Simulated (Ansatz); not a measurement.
```yaml
crystal:
  periodic: [false, false, false]
  atoms:
    - {symbol: C, position_ang: [-1.663038, 0.162309, 0.027387]}
    - {symbol: C, position_ang: [-0.450564, -0.753001, 0.125896]}
    - {symbol: C, position_ang: [0.266610, -0.579102, 1.450415]}
    - {symbol: N, position_ang: [0.487792, -0.589143, -0.976982]}
    - {symbol: In, position_ang: [1.655031, 1.018226, -1.242147]}
    - {symbol: Cl, position_ang: [2.375536, 2.522898, 0.357615]}
    - {symbol: Cl, position_ang: [2.596191, 1.305171, -3.340282]}
    - {symbol: H, position_ang: [-2.388436, -0.047076, 0.818359]}
    - {symbol: H, position_ang: [-1.353987, 1.209463, 0.124377]}
    - {symbol: H, position_ang: [-2.167025, 0.044843, -0.934968]}
    - {symbol: H, position_ang: [-0.804903, -1.792172, 0.070910]}
    - {symbol: H, position_ang: [-0.409382, -0.771902, 2.285763]}
    - {symbol: H, position_ang: [1.113932, -1.263260, 1.525019]}
    - {symbol: H, position_ang: [0.639820, 0.444748, 1.563806]}
    - {symbol: H, position_ang: [0.102412, -0.911993, -1.855157]}
basis:
  gaussian: {orbitals: def2-TZVPP, fitting: {mean_field: cc-pVTZ-jkfit}, point_charges: [{charge: -1.00, position_ang: [5.458, 0.382, 0.130]}]}
magnetization: {spin_polarized: true, initial_magnetization: 2}
hamiltonian: {xc: {name: r2SCAN}, dispersion: rvv10}
```

```sh
$ ansatz run in.yaml --threads 2 --pin off --events-out ev --progress --plain --max-ram 32768MiB --backend cuda --devices 0, --max-vram 18GiB
```

Q: How does Ansatz answer? (Best estimate.)

A: Ansatz gave: The input was rejected before any iteration.
```
Functional definition: r2SCAN+rVV10
  name "r2SCAN+rVV10"
  cite "Furness, Kaplan, Ning, Perdew & Sun, J. Phys. Chem. Lett. 11, 8208 (2020) doi:10.1021/acs.jpclett.0c02405"
  cite "Furness, Kaplan, Ning, Perdew & Sun, J. Phys. Chem. Lett. 11, 9248 (2020) doi:10.1021/acs.jpclett.0c03077"
  cite "Vydrov & Van Voorhis, J. Chem. Phys. 133, 244103 (2010) doi:10.1063/1.3521275"
  cite "Sabatini, Gorni & de Gironcoli, Phys. Rev. B 87, 041108(R) (2013) doi:10.1103/PhysRevB.87.041108"
  cite "Ning et al., Phys. Rev. B 106, 075422 (2022) doi:10.1103/PhysRevB.106.075422"
  parent "r2scan"
  parameter k0 = 0.174
  parameter k1 = 0.065
  parameter a1 = 4.9479
  exchange = r2scan_x(k0 = k0, k1 = k1, a1 = a1)
  correlation = r2scan_c + rvv10(11.95, 0.0093)
Error: <dir> the basis set cc-pVTZ-JKFIT has no functions for In
```
